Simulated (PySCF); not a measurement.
Cr(NH3)6, SMILES [NH3]->[Cr+3](<-[NH3])(<-[NH3])(<-[NH3])(<-[NH3])<-[NH3] (charge +3), quartet (GFN2-xTB optimised geometry):

```
25

Cr     0.008     0.000     0.000
N      2.199     0.000     0.000
H      2.635     0.887    -0.272
H      2.610    -0.682    -0.647
H      2.632    -0.222     0.903
N      0.009     0.060     2.190
H      0.664     0.744     2.583
H      0.267    -0.822     2.646
H     -0.888     0.307     2.620
N     -0.055     2.190     0.000
H      0.822     2.651     0.265
H     -0.742     2.581     0.652
H     -0.296     2.615    -0.901
N      0.008    -2.191     0.061
H     -0.659    -2.583     0.734
H      0.904    -2.616     0.322
H     -0.237    -2.651    -0.821
N      0.069     0.002    -2.190
H      0.729     0.681    -2.583
H     -0.821     0.227    -2.647
H      0.350    -0.886    -2.619
N     -2.181    -0.062    -0.061
H     -2.635    -0.318     0.822
H     -2.555    -0.740    -0.733
H     -2.631     0.822    -0.323
```

Computed with PySCF with unrestricted PBE0/def2-SVP.

Problem. What are the frontier orbital energies (α orbitals alone; a β orbital can be the lowest empty one)?

Solution. HOMO-2 -22.45 eV, HOMO-1 -22.41 eV, HOMO -22.41 eV, LUMO -15.25 eV, LUMO+1 -15.25 eV.

On the same geometry unrestricted PBE/def2-SVP run with PySCF gives HOMO-2 -19.34 eV, HOMO-1 -19.33 eV, HOMO -19.33 eV, LUMO -16.14 eV, LUMO+1 -16.14 eV.

Meta-Löwdin charges at PBE0/def2-SVP: Cr1 1.19, N2 -0.52, H3 0.27, H4 0.27, H5 0.27, N6 -0.52, H7 0.27, H8 0.27, H9 0.27, N10 -0.52, H11 0.27, H12 0.27, H13 0.27, N14 -0.52, H15 0.27, H16 0.27, H17 0.27, N18 -0.52, H19 0.27, H20 0.27, H21 0.27, N22 -0.52, H23 0.27, H24 0.27, H25 0.27.
